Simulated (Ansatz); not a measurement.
Consider the redistribution: `[OH][Zr]([OH])([Cl])[Cl]` + `ClB(Br)Br` → `[OH][Zr]([OH])([Cl])[Br]` + `ClB(Cl)Br`.

Isolated molecules relaxed with PBE0-D4/def2-TZVP in Ansatz; ΔE leaves out vibrations. CCSD(T)/CBS is the MP2 limit (def2-TZVPP, def2-QZVPP) plus CCSD(T) − MP2 in def2-TZVPP, frozen cores. DFT in def2-TZVPP. HSE06 is defined as in plane-wave codes. def2 core potentials past Kr. For Br, Zr outer-core shells are correlated without core-valence functions, which leaves a few kJ/mol of doubt a bond. Scalar relativity is left out up to krypton. Each species was taken in one conformer, which may not be the lowest.

`[OH][Zr]([OH])([Cl])[Cl]`:

Z-matrix (Å, degrees):
```
Zr
O 1 1.894
Cl 1 2.358 2 108.9
O 1 1.894 2 110.7 3 119.8
Cl 1 2.358 2 109.0 3 -120.4
H 2 0.953 1 171.6 3 -120.0
H 4 0.953 1 171.7 2 -0.0
```

`ClB(Br)Br`:

Z-matrix (Å, degrees):
```
B
Cl 1 1.732
Br 1 1.899 2 120.0
Br 1 1.899 2 120.0 3 180.0
```

`[OH][Zr]([OH])([Cl])[Br]`:

Z-matrix (Å, degrees):
```
Zr
O 1 1.892
Cl 1 2.356 2 108.9
O 1 1.892 2 110.6 3 119.6
Br 1 2.518 2 109.0 3 -120.6
H 2 0.953 1 171.6 3 -122.5
H 4 0.953 1 171.7 2 2.9
```

`ClB(Cl)Br`:

```xyz
4

Cl    0.344   -0.774    1.539
B    -0.028   -0.027    0.018
Cl   -1.531   -0.371   -0.777
Br    1.215    1.171   -0.780
```

(1) Is it downhill or uphill in electronic energy at CCSD(T)/CBS, and by how much? (An estimate is asked.)

(2) What do these levels give: BLYP-D4, B97M-V, BHLYP-D4, B2PLYP, r2SCAN, HSE06, RPA@PBE/def2-TZVPP, CCSD(T)/def2-SVP, HF/def2-TZVPP, CCSD/def2-TZVPP, HF/def2-QZVPP, CCSD/CBS(def2)? (An estimate is asked.)

(3) What do rigid-rotor, harmonic-oscillator terms from PBE0-D4/def2-TZVP frequencies (298.15 K, 1 bar) make of the CCSD(T)/CBS value? (An estimate is asked.)

Largest T1 diagnostic among the species: 0.016.

## Answers

(1) Ansatz gave: Downhill: ΔE = -10.5 kJ/mol.

(2) Ansatz gave: BLYP-D4 -10.0, B97M-V -10.9, BHLYP-D4 -13.4, B2PLYP -12.6, r2SCAN -12.1, HSE06 -12.4, RPA@PBE/def2-TZVPP -11.6, CCSD(T)/def2-SVP -17.4, HF/def2-TZVPP -16.3, CCSD/def2-TZVPP -12.7, HF/def2-QZVPP -16.2, CCSD/CBS(def2) -10.7 kJ/mol.

(3) Computed: ΔZPE = +0.6 kJ/mol, ΔH = -10.0 kJ/mol, ΔS = 6 J/(mol·K), ΔG = -11.6 kJ/mol.

In def2-TZVPP, CCSD(T) changes the Hartree–Fock value by +3.8 kJ/mol (the triples alone add +0.2 kJ/mol) and MP2 by +4.1 kJ/mol. From BLYP to BHLYP (50 % exact exchange), in def2-TZVPP and without D4, ΔE moves by −3.2 kJ/mol. Leaving LDA and LC-ωPBE aside and taking each functional with its dispersion term where it has one, the values, not all of them listed here, spread over 3.5 kJ/mol, from BHLYP-D4 to revPBE-D4.
